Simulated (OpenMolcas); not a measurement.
What dynamic correlation does to the levels of Kr⁴⁺

* Program: OpenMolcas
* Basis: ANO-R1 [5s4p3d1f]
* Scalar Hamiltonian: X2C, finite nucleus
* Active space: 4 electrons in 9 orbitals (RAS2 4s 4p; RAS3 4d, at most 2 electrons)
* State averaging: 2S+1 = 3 even, 3 roots; 2S+1 = 1 even, 6 roots; 2S+1 = 5 odd, 1 root; 2S+1 = 3 odd, 5 roots
* Spin-orbit coupling: state interaction with AMFI integrals over the reference wave functions, term energies averaged over their components

Methods on the same reference wave functions:
A. RASSCF
B. SS-RASPT2, IPEA 0.25 Eh, imaginary shift 0.1 Eh (closed shells correlated: 3d)

Energies in cm⁻¹ above 4s² 4p² ³P₀, the measured ground level; measured values from Saloman, J. Phys. Chem. Ref. Data 36, 215 (2007).

```json
{"Level": "4s² 4p² ³P₀", "A": "0.0", "B": "0.0", "Measured": "0.0"}
{"Level": "4s² 4p² ³P₁", "A": "3507", "B": "3519", "Measured": "3743"}
{"Level": "4s² 4p² ³P₂", "A": "7459", "B": "7450", "Measured": "7595"}
{"Level": "4s² 4p² ¹D₂", "A": "21858", "B": "21547", "Measured": "19723"}
{"Level": "4s² 4p² ¹S₀", "A": "42126", "B": "41705", "Measured": "39204"}
{"Level": "4s 4p³ ⁵S°₂", "A": "89673", "B": "91215", "Measured": ""}
```

Deviations, from unrounded energies. A percentage is the sum of absolute deviations over the sum of measured energies, with the sign that they share, or ± where signs differ.

```csv
Against measurement,Levels,A,B
mean absolute deviation (cm-1),4,1400,1200
fine structure of the ground term (%),2,-3.3,-3.3
other terms of the ground configuration (%),2,+8.6,+7.3
```

B lies closest to measurement on these levels. The largest miss of B in the table is 4s² 4p² ¹S₀, by +2500 cm-1. The ranking rests on the paired levels alone, and a cruder setting can come out closer through cancelling errors.

From A to B the spin-free energies of the other terms of 4s² 4p² shown, above ³P, scale by factors of 0.98 to 0.99.

The lowest spin-free term lies below A's lowest term by 0.301 hartree in B.

Active for correlation alone: 4d; no level in the range computed is led by a configuration that fills it, so any true level of that kind is missing. The basis is small and was not contracted for so high a charge. Computed and measured levels are paired by configuration, term and J; levels that our copy of the source lacks, or whose pairing is in doubt (as where it misses far off the trend of its configuration), stay unpaired and out of the deviations. Only configurations of the active space appear. Levels that lie high or do not pair safely by name in every column are left out.

° marks odd parity.
